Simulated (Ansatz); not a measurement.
Process, species as SMILES: C1CC2=C1CC2 + 8 C (CH4) → C=C (C2H4) + 6 CC (C2H6)
Structures are relaxed separately at B3LYP-D3(BJ)/def2-TZVP in Ansatz (an electronic-structure program), one conformer each, not searched for the lowest.
Geometry of the first species:
SMILES: C1CC2=C1CC2
```xyz
14

C      1.5931    -0.6391    -0.1154
C      1.4364     0.9221     0.2153
C     -0.0643     0.6399     0.1356
C      0.0643    -0.6399    -0.1356
C     -1.4364    -0.9221    -0.2153
C     -1.5931     0.6391     0.1154
H      2.0950    -0.8500    -1.0619
H      2.0723    -1.2202     0.6750
H      1.8503     1.5867    -0.5457
H      1.8276     1.2165     1.1911
H     -1.8276    -1.2165    -1.1911
H     -1.8503    -1.5867     0.5457
H     -2.0723     1.2202    -0.6750
H     -2.0950     0.8500     1.0619
```
Charge 0, spin multiplicity 1.

Quantity: bond separation energy (electronic energy difference), in kcal/mol. Valence correlation only, unless marked. Spin-orbit coupling is left out. Non-relativistic. CBS(X,Y): correlation extrapolated as X^-3; Hartree-Fock from the larger set. [CCSD(T)-MP2]/basis is that difference in the basis named.

RI-MP2/CBS(cc-pVTZ,cc-pVQZ)+[CCSD(T)-MP2]/cc-pVTZ (Ansatz) gives -66.1 kcal/mol.

### Question
Another calculation gave -66.1 kcal/mol. Which level was it?
A. BLYP/def2-TZVPD (Ansatz)
B. BHLYP/def2-TZVPD (Ansatz)
C. r2SCAN/def2-TZVPD (Ansatz)
D. revPBE/def2-TZVPD (Ansatz)

### Answer
C, r2SCAN/def2-TZVPD (Ansatz). The others give -57.8 (revPBE), -73.8 (BHLYP), -61.8 (BLYP) kcal/mol.
